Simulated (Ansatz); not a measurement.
Geometry optimisation, Ansatz 0.2.0, RKS PBE0/def2-SVP.

input.yaml

```yaml
crystal:
  periodic: [false, false, false]
  atoms:
    - { symbol: Ga, position_ang: [0.0, 0.0, 0.0] }
    - { symbol: Cl, position_ang: [0.0, 0.0, 2.59] }
    - { symbol: O, position_ang: [1.5501, 0.0, -0.895] }
    - { symbol: H, position_ang: [1.85, -0.9519, -1.0499] }
    - { symbol: O, position_ang: [-1.5501, 0.0, -0.895] }
    - { symbol: H, position_ang: [-2.0598, -0.8467, -0.6865] }
    - { symbol: H, position_ang: [0.0838, 1.7726, 0.5897] }
    - { symbol: H, position_ang: [0.0713, 1.5086, 1.5637] }
basis:
  gaussian: { orbitals: def2-SVP }
hamiltonian:
  xc: pbe0
relax:
  f_tol: 0.15
  max_steps: 25
  restrain:
    - { distance: [0, 6], at: 1.57, k: 30.0 }
    - { distance: [7, 1], at: 1.37, k: 30.0 }
    - { distance: [0, 1], at: 3.44, k: 30.0 }
    - { distance: [7, 6], at: 1.86, k: 30.0 }
```

Run as:

```bash
$ ansatz run input.yaml --threads 2 --pin off --max-ram 3072MiB --backend cpu --events-out ev --progress --plain --runs-dir out
```

Problem. Where does it end, and by what steps?

Solution. The forces met the threshold. The restraints hold the end off the free minimum; the threshold counts their pulls, which the force column leaves out. Restrained pairs: Ga1–H7 (1.87 → 1.57 Å), Cl2–H8 (1.83 → 1.33 Å), Ga1–Cl2 (2.59 → 3.44 Å), H7–H8 (1.01 → 1.86 Å). After 10 steps the energy has fallen by 0.981 eV (the restraints' own energy left out); H6 moved furthest, 0.70 Å.

```json
{"step": "0", "energy less start (eV)": "0.0000", "largest force component (eV/Å)": "2.422", "accepted": "yes"}
{"step": "1", "energy less start (eV)": "0.4352", "largest force component (eV/Å)": "2.695", "accepted": "yes"}
{"step": "2", "energy less start (eV)": "0.0094", "largest force component (eV/Å)": "3.033", "accepted": "yes"}
{"step": "3", "energy less start (eV)": "-0.5762", "largest force component (eV/Å)": "1.699", "accepted": "yes"}
{"step": "4", "energy less start (eV)": "-0.7780", "largest force component (eV/Å)": "0.773", "accepted": "yes"}
{"step": "5", "energy less start (eV)": "-0.8669", "largest force component (eV/Å)": "0.788", "accepted": "yes"}
{"step": "6", "energy less start (eV)": "-0.9112", "largest force component (eV/Å)": "1.614", "accepted": "yes"}
{"step": "7", "energy less start (eV)": "-0.9747", "largest force component (eV/Å)": "0.865", "accepted": "yes"}
{"step": "8", "energy less start (eV)": "-0.9611", "largest force component (eV/Å)": "1.094", "accepted": "no"}
{"step": "9", "energy less start (eV)": "-0.9695", "largest force component (eV/Å)": "0.978", "accepted": "yes"}
{"step": "10", "energy less start (eV)": "-0.9809", "largest force component (eV/Å)": "0.833", "accepted": "yes"}
```

```xyz
8
Properties=species:S:1:pos:R:3
Ga -0.005 0.506 -0.356
Cl 0.071 0.349 3.077
O 1.517 -0.264 -0.861
H 1.447 -1.119 -1.295
O -1.598 -0.175 -0.758
H -1.606 -1.036 -1.187
H 0.058 1.873 0.404
H 0.060 1.347 2.192
```

Run time: 31 s on 2 threads of Arm Neoverse V1, on a shared host, peak memory 0.22 GiB.
